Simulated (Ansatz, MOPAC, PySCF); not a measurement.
Diatomic SiTe, closed-shell singlet (lowest of 2S+1 = 1, 3, 5 at CCSD(T)/def2-TZVPP on PBE0 minima; our sources give no spin for the ground state, which may be another). No spin–orbit coupling.

Constants: fifth-degree fit in 1/R to seven points, most abundant isotopes. Runs in def2 and cc sets follow the lowest solution found near the PBE0 minimum. The singlet is held restricted. HF and MP2 rows in def2 and cc sets belong to the determinant that coupled cluster picked by its CCSD energy.

Correlated levels freeze the inner cores; with def2 sets outer-core shells near the valence are correlated too. CBS(a, b) extrapolates the correlation energy as X⁻³ and adds the Hartree–Fock energy of set b. Rows in LANL2DZ carry no dispersion term and start afresh at each structure. LANL2DZ brings its own core potentials from Na on. The state that PM3 reach isn't checked.

Run with Ansatz (a program for electronic structure) with Gaussian orbitals; MOPAC for PM3 (differences of heats of formation); PySCF for LANL2DZ rows. Values without a source in brackets are computed. In def2 rows elements past Kr take small-core potentials, without spin–orbit coupling.

```tsv
level	r_e (Å)	ω_e (cm⁻¹)	ω_e x_e (cm⁻¹)	dipole (D)
PM3	2.337	277	1.7	-
HF/def2-TZVPP	2.253	527	1.1	-
HF/def2-QZVPP	2.251	527	1.1	-
SVWN5/def2-TZVPP	2.272	481	1.2	0.66
B3LYP/LANL2DZ	2.354	438	1.1	0.75
BHLYP/def2-TZVPP	2.259	509	1.1	1.06
CCSD/def2-TZVPP	2.267	(withheld)	1.2	-
CCSD(T)/CBS(def2-TZVPP, def2-QZVPP)	(withheld)	(withheld)	1.3	-
```

**Question.** Fill in the missing entries.

**Answer.** 
- CCSD(T)/CBS(def2-TZVPP, def2-QZVPP), r_e (Å): 2.274
- CCSD(T)/CBS(def2-TZVPP, def2-QZVPP), ω_e (cm⁻¹): 488
- CCSD/def2-TZVPP, ω_e (cm⁻¹): 506
